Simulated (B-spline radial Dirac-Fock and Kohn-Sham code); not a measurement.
# Binding energies of P at several levels of theory

System: the P atom in the configuration [Ne] 3s2 3p3.

The density-functional columns are spherical, spin-unpolarised Dirac-Kohn-Sham results without Breit or QED terms: −ε is minus the orbital energy of the initial state and ΔSCF the difference of two total energies, and "half-occupied" is minus the orbital energy with half an electron removed (Slater transition state). The reference in the last column comes from Dirac-Fock ΔSCF + Breit + QED. All numbers are from a radial atomic solver, in eV; a selection of levels is shown.

| level | PBE0 −ε | PBE −ε | PBE ΔSCF | LDA half-occupied | Dirac-Fock |
| --- | --- | --- | --- | --- | --- |
| K (1s) | 2109.3 | 2084.0 | 2166.4 | 2157.8 | 2152.7 |
| L1 (2s) | 182.6 | 174.0 | 188.6 | 187.6 | 197.9 |
| L3 (2p3/2) | 130.6 | 124.2 | 140.0 | 139.8 | 138.2 |
| M1 (3s) | 15.77 | 13.97 | 18.85 | 18.83 | 18.27 |
| M2,3 (3p) | 5.66 | 5.51 | 9.73 | 9.75 | 8.83 |

Problem. Order the estimates of the K (1s) level by their distance from the Dirac-Fock value, nearest first.
A. PBE0 −ε
B. PBE ΔSCF
C. PBE −ε
D. LDA half-occupied

Solution. D (5.2 eV), B (13.7 eV), A (43.4 eV), C (68.7 eV).

For the outermost level NIST gives 10.48669 eV (measured); the differences from it are PBE0 −ε -4.83, PBE −ε -4.98, PBE ΔSCF -0.76, LDA half-occupied -0.74, Dirac-Fock -1.66 eV. The computed values are configuration averages and the table refers to the lowest terms.
